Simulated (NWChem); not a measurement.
System: CH₃Cl₂FSn; SMILES [Cl][Sn]([CH3])([Cl])[F]

```xyz
8

C     -1.8154    -1.4220     0.0000
Sn    -0.2444     0.0068     0.0000
F     -0.9805     1.7909     0.0000
Cl     1.1223    -0.0875     1.8851
Cl     1.1223    -0.0875    -1.8851
H     -1.7268    -2.0399    -0.9027
H     -1.7268    -2.0399     0.9027
H     -2.7661    -0.8727     0.0000
```
Atoms are numbered in this order, from 1.

Results from NWChem. Medium grid unless said otherwise, to which SCAN and Minnesota functionals are sensitive. Structure relaxed at the PBE0/def2-SVP level. No frequency run checked for a minimum. def2 effective core potentials on Sn; no spin-orbit coupling.

Task: Order these by “orbital gap (eV)”, lowest first: OLYP/def2-SVP; r2SCAN0/def2-SVP; M06-2X/def2-SVP; LC-BLYP (range parameter 0.33 per bohr)/def2-SVP; B3LYP/def2-SVP.

Result: OLYP/def2-SVP (4.86), B3LYP/def2-SVP (6.58), r2SCAN0/def2-SVP (7.54), M06-2X/def2-SVP (9.70), LC-BLYP (range parameter 0.33 per bohr)/def2-SVP (11.34)
